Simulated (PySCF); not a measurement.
Ligands exchanged one at a time, Ga Cl-CH3. Isolated molecules, 0 K electronic values unless said otherwise. Strings in code marks are SMILES.

All values below come from ωB97X-D3(BJ)/def2-TZVP // B3LYP-D3(BJ)/def2-TZVP in PySCF. All candidates: neutral, multiplicity 1. Delta-SCF ions had no search for a lower state. Excitations are Tamm–Dancoff values on a coarser integration grid. The basis has no diffuse functions, so Rydberg states are missing or too high.

```json
{
 "HOMO–LUMO gap": "11.21 eV",
 "vertical ionisation energy (Delta-SCF)": "10.19 eV",
 "T1 excitation (TDA)": "5.51 eV"
}
```

Question: Identify which member has these values.
A) `[Cl][Ga]([Cl])[Cl]`
B) `[CH3][Ga]([CH3])[CH3]`
C) `[CH3][Ga]([CH3])[Cl]`
D) `[CH3][Ga]([Cl])[Cl]`

Answer: C, `[CH3][Ga]([CH3])[Cl]`. The others give `[CH3][Ga]([Cl])[Cl]`: 11.88 eV, 11.23 eV, 6.23 eV; `[Cl][Ga]([Cl])[Cl]`: 11.98 eV, 12.18 eV, 6.19 eV; `[CH3][Ga]([CH3])[CH3]`: 11.17 eV, 9.66 eV, 5.35 eV
